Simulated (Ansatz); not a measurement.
Ideal-gas functions of `S[Si]1(S)[O][AlH]1` at 500 K and 1 bar, from an Ansatz frequency run at PBE0-D4/def2-TZVP.

Molar mass 138.22 g/mol, point group C1 (symmetry number 1), electronic degeneracy 1, moments of inertia 205.182, 318.674, 480.772 u Å². Harmonic wavenumbers (cm⁻¹, unscaled): 116, 144, 156, 202, 232, 234, 354, 394, 442, 547, 599, 701, 705, 789, 879, 1937, 2713, 2716.

Use S(trans) = R[1.5 ln M + 2.5 ln T − 1.1517]; rotational temperatures θ = 24.2544 K / I; S(rot) = R[ln(√π/σ · √(T³/θAθBθC)) + 1.5]; for each mode x = 1.438777 ν̃/T, S = R[x/(eˣ − 1) − ln(1 − e⁻ˣ)] and H = RT x/(eˣ − 1); 1 cm⁻¹ = 0.0119627 kJ/mol; R = 8.31446 J/(mol·K).

Task: By hand: the entropy, in J/(mol·K).

Result: Translation 181.1. Rotation: θ = 0.1182, 0.0761, 0.0504 K, giving 126.7. Vibration, mode by mode: 17.48, 15.70, 15.04, 12.94, 11.83, 11.76, 8.51, 7.70, 6.85, 5.35, 4.75, 3.76, 3.73, 3.08, 2.51, 0.21, 0.03, 0.03, in all 131.3. Electronic 0.0. Sum 439.1 J/(mol·K).

Task: By hand: H − E and G − E in kJ/mol, counted from the electronic energy.

Result: Zero-point energy ½ × 13860 × 0.0119627 = 82.9; thermal vibration 33.7; translation, rotation and pV give 4 RT = 16.6. H − E = 133.2 kJ/mol, and G − E = 133.2 − 500 × 439.1/1000 = -86.3 kJ/mol.

Vibration gives 30 % of the entropy, 33.2 J/(mol·K) of it from the modes under 150 cm⁻¹: soft modes count most, and the harmonic formula is weakest for them. The sum counts one conformer and one mirror image; others add a mixing term.
